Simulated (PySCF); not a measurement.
# Computed records: GeH4OSi2, ClGeH2OSi, GeH3O2Si, CH5BGeO and others

All values are calculated (PySCF 2.14.0). Calculation on a computer-drawn molecule: the log of a Hartree-Fock and frozen-core CCSD(T) single point meant for a local Hartree-Fock minimum, with one planted fault or none, to be diagnosed. Offsets are logged minus clean, where the clean run is the same molecule without the fault. The reference is restricted for singlets and unrestricted otherwise, and also for a bond in bohr or an excited solution. Adding or removing an electron swaps singlet and doublet. The excited solution moves the top pair (singlet) or top alpha electron (doublet) to the lowest empty orbital. Highest occupied and lowest empty are orbital energies over both spins, largest force is the largest gradient component, triples share is (T) over the correlation energy, the T1 limit is 0.02 restricted and 0.045 unrestricted, electrons count all cores, a negative frequency is imaginary (commonest isotopes), and the dipole is about the centre of nuclear charge; on germanium a core potential holds 10 electrons, which the energies leave out, and 3d is frozen in MP2 and coupled-cluster steps.

Common to all runs: meant basis and core potential on germanium cc-pVDZ-PP ECP10MDF; logged SCF converged yes; possible faults no fault, one electron removed, one electron added, multiplicity raised by two, geometry at a saddle point, SCF held on an excited solution, minimal basis STO-3G, one bond length entered in bohr, all coordinates scaled.

(1) GeH4OSi2

Logged structure:
```xyz
8
GeH4OSi2
O     -0.9986    -2.9133    -0.9445
Si     0.3415    -2.5385    -0.3713
Ge     0.4927    -0.9629     1.4884
Si     1.1786     2.7309    -1.3227
H      1.6152    -3.1519    -0.8383
H      2.6228     2.6888    -1.6743
H      0.9058     3.9818    -0.5795
H      0.3761     2.7194    -2.5667
```

- meant charge: 0
- meant multiplicity: 1
- meant basis: cc-pV(D+d)Z
- logged electrons: 72
- logged basis functions: 103
- logged spin squared: 0.9968
- logged highest occupied: -8.6862 eV
- logged lowest empty: -0.82542 eV
- logged largest force: 0.0052641 hartree/bohr
- logged T1 diagnostic: 0.023401
- logged D1 diagnostic: 0.085247
- logged triples share: 0.030608
- logged CC converged: yes
- logged dipole magnitude: 4.4285 debye
- logged SCF stable within its kind: yes
- logged energy HF: -948.35026 hartree
- logged energy CCSD(T): -948.84408 hartree
- planted fault: one bond length entered in bohr, row 3 of the drawn bonds
- HF energy offset from clean run: 34.65 kcal/mol
- CCSD(T) energy offset from clean run: 51.19 kcal/mol

Drawn bonds:
```
atom  other atom  order
   1           2      2
   2           3      1
   3           4      1
   2           5      1
   4           6      1
   4           7      1
   4           8      1
```

(2) GeH4OSi2

Logged structure:
```xyz
8
GeH4OSi2
O     -0.9986    -2.9133    -0.9445
Si     0.3415    -2.5385    -0.3713
Ge     0.4927    -0.9629     1.4884
Si     0.8556     0.9918     0.0008
H      1.6152    -3.1519    -0.8383
H      2.2999     0.9497    -0.3508
H      0.5829     2.2426     0.7441
H      0.0532     0.9803    -1.2432
```

- meant charge: 0
- meant multiplicity: 1
- meant basis: cc-pV(D+d)Z
- logged electrons: 72
- logged basis functions: 103
- logged spin squared: 2.022
- logged highest occupied: -8.5502 eV
- logged lowest empty: -1.1757 eV
- logged largest force: 0.03211 hartree/bohr
- logged T1 diagnostic: 0.029057
- logged D1 diagnostic: 0.13236
- logged triples share: 0.035165
- logged CC converged: yes
- logged dipole magnitude: 4.3152 debye
- logged SCF stable within its kind: yes
- logged energy HF: -948.38615 hartree
- logged energy CCSD(T): -948.89299 hartree
- planted fault: multiplicity raised by two
- HF energy offset from clean run: 12.13 kcal/mol
- CCSD(T) energy offset from clean run: 20.5 kcal/mol

Drawn bonds:
```
atom  other atom  order
   1           2      2
   2           3      1
   3           4      1
   2           5      1
   4           6      1
   4           7      1
   4           8      1
```

(3) ClGeH2OSi

Logged structure:
```xyz
6
ClGeH2OSi
O     -2.1552     0.5412    -4.1675
Si    -2.3078    -0.5625    -3.1737
Cl    -2.6255    -2.5111    -3.6913
Ge    -2.3974    -0.3181    -0.8286
H     -1.6936     0.9380    -0.3306
H     -1.9942    -1.5774    -0.0682
```

- meant charge: 0
- meant multiplicity: 2
- meant basis: cc-pV(D+d)Z
- logged electrons: 74
- logged basis functions: 93
- logged spin squared: 0
- logged highest occupied: -1.9901 eV
- logged lowest empty: 7.0331 eV
- logged largest force: 0.056888 hartree/bohr
- logged T1 diagnostic: 0.018243
- logged D1 diagnostic: 0.062208
- logged triples share: 0.03132
- logged CC converged: yes
- logged dipole magnitude: 2.9785 debye
- logged SCF stable within its kind: yes
- logged energy HF: -1117.9158 hartree
- logged energy CCSD(T): -1118.48264 hartree
- planted fault: one electron added
- HF energy offset from clean run: -26.19 kcal/mol
- CCSD(T) energy offset from clean run: -41.47 kcal/mol

Drawn bonds:
```
atom  other atom  order
   1           2      2
   2           3      1
   2           4      1
   4           5      1
   4           6      1
```

(4) GeH3O2Si

Logged structure:
```xyz
7
GeH3O2Si
O     -1.9832     0.0907    -2.2288
Si    -0.9974     0.6144    -1.2337
O     -0.9532     0.2435     0.3419
Ge     0.8588     1.9915    -1.6753
H     -1.6081    -0.3541     0.6816
H      0.7166     2.8217    -2.9458
H      1.3229     2.8221    -0.4821
```

* meant charge: 0
* meant multiplicity: 2
* meant basis: cc-pV(D+d)Z
* logged electrons: 65
* logged basis functions: 89
* logged spin squared: 0.7607
* logged highest occupied: -9.2656 eV
* logged lowest empty: 0.027979 eV
* logged largest force: 1.74e-05 hartree/bohr
* logged lowest frequency: 138.87 cm⁻¹
* logged T1 diagnostic: 0.019761
* logged D1 diagnostic: 0.069333
* logged triples share: 0.02838
* logged CC converged: yes
* logged dipole magnitude: 3.3644 debye
* logged SCF stable within its kind: yes
* logged energy HF: -733.82023 hartree
* logged energy CCSD(T): -734.40418 hartree
* planted fault: no fault
* HF energy offset from clean run: 0 kcal/mol
* CCSD(T) energy offset from clean run: 0 kcal/mol

Drawn bonds:
```
atom  other atom  order
   1           2      2
   2           3      1
   2           4      1
   3           5      1
   4           6      1
   4           7      1
```

(5) CH5BGeO

Logged structure:
```xyz
9
CH5BGeO
O     -2.0868    -1.3392    -2.6340
B     -1.4587    -2.0692    -1.7439
C     -0.7623    -2.8174    -0.8085
Ge     0.8195    -2.1386     0.0598
H     -2.7675    -0.7764    -2.2886
H     -1.0950    -3.8180    -0.5533
H      1.1048    -0.7129    -0.4399
H      2.0508    -3.0095    -0.2322
H      0.6450    -2.0841     1.5864
```

* meant charge: 0
* meant multiplicity: 1
* meant basis: cc-pVDZ
* logged electrons: 56
* logged basis functions: 90
* logged spin squared: 0
* logged highest occupied: -8.6749 eV
* logged lowest empty: 3.8019 eV
* logged largest force: 3.217e-05 hartree/bohr
* logged lowest frequency: 107.96 cm⁻¹
* logged T1 diagnostic: 0.013616
* logged D1 diagnostic: 0.042901
* logged triples share: 0.029488
* logged CC converged: yes
* logged dipole magnitude: 3.0578 debye
* logged SCF stable within its kind: yes
* logged energy HF: -433.70512 hartree
* logged energy CCSD(T): -434.25596 hartree
* planted fault: no fault
* HF energy offset from clean run: 0 kcal/mol
* CCSD(T) energy offset from clean run: 0 kcal/mol

Drawn bonds:
```
atom  other atom  order
   1           2      1
   2           3      2
   3           4      1
   1           5      1
   3           6      1
   4           7      1
   4           8      1
   4           9      1
```

(6) CH5BGeO

Structure as in entry 5.

* meant charge: 0
* meant multiplicity: 1
* meant basis: cc-pVDZ
* logged electrons: 57
* logged basis functions: 90
* logged spin squared: 0.7754
* logged highest occupied: 2.0399 eV
* logged lowest empty: 8.723 eV
* logged largest force: 0.069051 hartree/bohr
* logged T1 diagnostic: 0.036375
* logged D1 diagnostic: 0.22508
* logged triples share: 0.03052
* logged CC converged: yes
* logged dipole magnitude: 3.1167 debye
* logged SCF stable within its kind: yes
* logged energy HF: -433.59382 hartree
* logged energy CCSD(T): -434.16225 hartree
* planted fault: one electron added
* HF energy offset from clean run: 69.84 kcal/mol
* CCSD(T) energy offset from clean run: 58.8 kcal/mol

Drawn bonds:
```
atom  other atom  order
   1           2      1
   2           3      2
   3           4      1
   1           5      1
   3           6      1
   4           7      1
   4           8      1
   4           9      1
```

Notes: highest electron not bound in this basis.

(7) BGeH5NO

Logged structure:
```xyz
9
BGeH5NO
O     -0.1494     1.3578     2.0920
B      0.4249     2.1453     1.1732
N      1.0021     1.4309     0.0236
Ge     0.9777    -0.2993    -0.1919
H     -0.5289     1.7943     2.8426
H      0.4999     3.3311     1.2157
H      1.4435     1.9856    -0.6902
H      1.6254    -0.8366    -1.4427
H      0.3314    -1.1718     0.8448
```

- meant charge: 1
- meant multiplicity: 1
- meant basis: cc-pVDZ
- logged electrons: 56
- logged basis functions: 90
- logged spin squared: 2.0322
- logged highest occupied: -12.424 eV
- logged lowest empty: -7.0331 eV
- logged largest force: 0.1502 hartree/bohr
- logged T1 diagnostic: 0.024948
- logged D1 diagnostic: 0.14348
- logged triples share: 0.024838
- logged CC converged: yes
- logged dipole magnitude: 4.6223 debye
- logged SCF stable within its kind: yes
- logged energy HF: -450.00465 hartree
- logged energy CCSD(T): -450.53848 hartree
- planted fault: multiplicity raised by two
- HF energy offset from clean run: 80.12 kcal/mol
- CCSD(T) energy offset from clean run: 99.99 kcal/mol

Drawn bonds:
```
atom  other atom  order
   1           2      1
   2           3      1
   3           4      1
   1           5      1
   2           6      1
   3           7      1
   4           8      1
   4           9      1
```

(8) BGeH5NO

Structure as in entry 7.

* meant charge: 1
* meant multiplicity: 1
* meant basis: cc-pVDZ
* logged electrons: 56
* logged basis functions: 90
* logged spin squared: 0
* logged highest occupied: -9.7361 eV
* logged lowest empty: -12.42 eV
* logged largest force: 0.25785 hartree/bohr
* logged CC converged: no
* logged dipole magnitude: 9.5726 debye
* logged SCF stable within its kind: no
* logged energy HF: -449.56865 hartree
* planted fault: SCF held on an excited solution
* HF energy offset from clean run: 353.7 kcal/mol

Drawn bonds:
```
atom  other atom  order
   1           2      1
   2           3      1
   3           4      1
   1           5      1
   2           6      1
   3           7      1
   4           8      1
   4           9      1
```

Notes: CCSD not converged.

(9) BGeH5NO

Logged structure:
```xyz
9
BGeH5NO
O     -0.1454     1.3211     2.0355
B      0.4134     2.0874     1.1416
N      0.9750     1.3923     0.0230
Ge     0.9513    -0.2912    -0.1867
H     -0.5146     1.7458     2.7658
H      0.4864     3.2412     1.1829
H      1.4045     1.9320    -0.6716
H      1.5815    -0.8140    -1.4037
H      0.3224    -1.1402     0.8220
```

- meant charge: 1
- meant multiplicity: 1
- meant basis: cc-pVDZ
- logged electrons: 56
- logged basis functions: 90
- logged spin squared: 0
- logged highest occupied: -17.656 eV
- logged lowest empty: -4.6811 eV
- logged largest force: 0.03355 hartree/bohr
- logged T1 diagnostic: 0.016766
- logged D1 diagnostic: 0.057631
- logged triples share: 0.025549
- logged CC converged: yes
- logged dipole magnitude: 1.2376 debye
- logged SCF stable within its kind: yes
- logged energy HF: -450.12477 hartree
- logged energy CCSD(T): -450.68386 hartree
- planted fault: all coordinates scaled, by -2.7 %
- HF energy offset from clean run: 4.745 kcal/mol
- CCSD(T) energy offset from clean run: 8.758 kcal/mol

Drawn bonds:
```
atom  other atom  order
   1           2      1
   2           3      1
   3           4      1
   1           5      1
   2           6      1
   3           7      1
   4           8      1
   4           9      1
```

(10) BGeH6NO

Logged structure:
```xyz
10
BGeH6NO
O     -1.0948    -2.0702     0.2184
B     -0.5574    -0.8208     0.2935
N     -0.0886    -0.2123     1.4875
Ge    -0.0334    -0.8239     3.2280
H     -1.1457    -2.5398     1.0361
H     -0.4866    -0.2112    -0.7397
H      0.2764     0.7126     1.3594
H      1.4133    -0.8621     3.7250
H     -0.6248    -2.2355     3.2422
H     -0.8587     0.0939     4.1325
```

* meant charge: 0
* meant multiplicity: 1
* meant basis: cc-pVDZ
* logged electrons: 59
* logged basis functions: 95
* logged spin squared: 0.7578
* logged highest occupied: 2.8723 eV
* logged lowest empty: 9.4218 eV
* logged largest force: 0.069035 hartree/bohr
* logged T1 diagnostic: 0.018698
* logged D1 diagnostic: 0.090069
* logged triples share: 0.027578
* logged CC converged: yes
* logged dipole magnitude: 1.4562 debye
* logged SCF stable within its kind: yes
* logged energy HF: -450.8463 hartree
* logged energy CCSD(T): -451.46744 hartree
* planted fault: withheld

Drawn bonds:
```
atom  other atom  order
   1           2      1
   2           3      1
   3           4      1
   1           5      1
   2           6      1
   3           7      1
   4           8      1
   4           9      1
   4          10      1
```

Notes: highest electron not bound in this basis.

Q: Which fault was planted in the run of BGeH6NO (entry 10)?
A: one electron added

Further results for BGeH6NO (entry 10):

- HF energy offset from clean run: 76.07 kcal/mol
- CCSD(T) energy offset from clean run: 62.39 kcal/mol
